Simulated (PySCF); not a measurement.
Antimony: a sound run and one with changed settings

Sound run: Sb²⁺ [Kr] 4d10 5s2 5p1, Sb³⁺ [Kr] 4d10 5s2. Calculation: PySCF 2.14, in x2c-SVPall; scalar relativity by spin-free X2C-1e. In the sound run the correlated levels freeze [Kr] 4d10. The sound run starts from symmetry-adapted Hartree-Fock orbitals and uses a fine grid where one is needed.

Changed run: initial guess 1e, at most 50 SCF cycles.

```json
{"species": "Sb²⁺", "method": "UHF", "sound run (hartree)": "-6476.35157", "changed run (hartree)": "-6476.35157", "converged": "yes"}
{"species": "Sb²⁺", "method": "BP86", "sound run (hartree)": "-6479.79754", "changed run (hartree)": "-6479.79754", "converged": "yes"}
{"species": "Sb²⁺", "method": "CCSD(T)", "sound run (hartree)": "-6476.39116", "changed run (hartree)": "-6476.39116", "converged": "yes"}
{"species": "Sb³⁺", "method": "PBE", "sound run (hartree)": "-6477.72872", "changed run (hartree)": "-6477.72872", "converged": "yes"}
{"species": "Sb³⁺", "method": "MP2", "sound run (hartree)": "-6475.48835", "changed run (hartree)": "-6475.48835", "converged": "yes"}
```

Here the plain start reaches the same solutions.
